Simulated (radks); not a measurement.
The iodine ion I4+, configuration [Kr] 4d10 5s2 5p1 (the NIST ground configuration).

Calculated with a radial shooting solver on a logarithmic mesh with Libxc functionals: scalar-relativistic Kohn-Sham, PBE, spin-polarised, spherical densities, point nucleus; open shells are filled with parallel spins first (spin-orbit coupling, left out, can overturn this in heavy ions).

Energy parts (hartree):
part                        energy
total                  -7112.74245
kinetic                 7466.39315
electron-nucleus      -17129.36877
Hartree                 2729.88158
exchange-correlation    -179.64841

Orbitals (lengths in bohr, moments of r in powers of bohr; r(max) is where P^2 peaks; r(90%) holds 90 % of the orbital's charge):
orbital,occ.,eigenvalue (hartree),r(max),r(90%)
1s up,1,-1213.880,0.01754,0.0490
1s down,1,-1213.878,0.01754,0.0490
2s up,1,-188.9688,0.09911,0.181
2s down,1,-188.9680,0.09911,0.181
2p up,3,-169.7762,0.07948,0.167
2p down,3,-169.7747,0.07948,0.167
3s up,1,-39.47563,0.2856,0.461
3s down,1,-39.47413,0.2856,0.461
3p up,3,-33.25650,0.2794,0.468
3p down,3,-33.25480,0.2794,0.468
3d up,5,-23.94504,0.2317,0.453
3d down,5,-23.94343,0.2317,0.453
4s up,1,-8.29535,0.6802,1.07
4s down,1,-8.29154,0.6803,1.07
4p up,3,-6.34446,0.7146,1.16
4p down,3,-6.34027,0.7147,1.15
4d up,5,-3.49569,0.7768,1.39
4d down,5,-3.48852,0.7767,1.38
5s up,1,-2.13194,1.633,2.55
5s down,1,-2.09152,1.624,2.55
5p up,1,-1.66116,1.842,2.91
5p down,0,-1.61880,1.836,2.92

The highest occupied level is 5p up at -45.202 eV. The density falls to 0.001 e/bohr^3 at r = 3.39 bohr. Summed over all electrons, <r^2> = 28.94 bohr^2, which gives a Langevin (diamagnetic) susceptibility term of -22.9 x 10^-6 cm^3/mol. For comparison, the ionisation energy in NIST's Atomic Spectra Database is 51.52 eV (measured). In exact Kohn-Sham theory the highest level is minus the ionisation energy, but local and semilocal functionals leave it too shallow, through self-interaction and a potential that decays too fast; potentials with the right tail come closer. Spin moment in Bohr magnetons: 1.
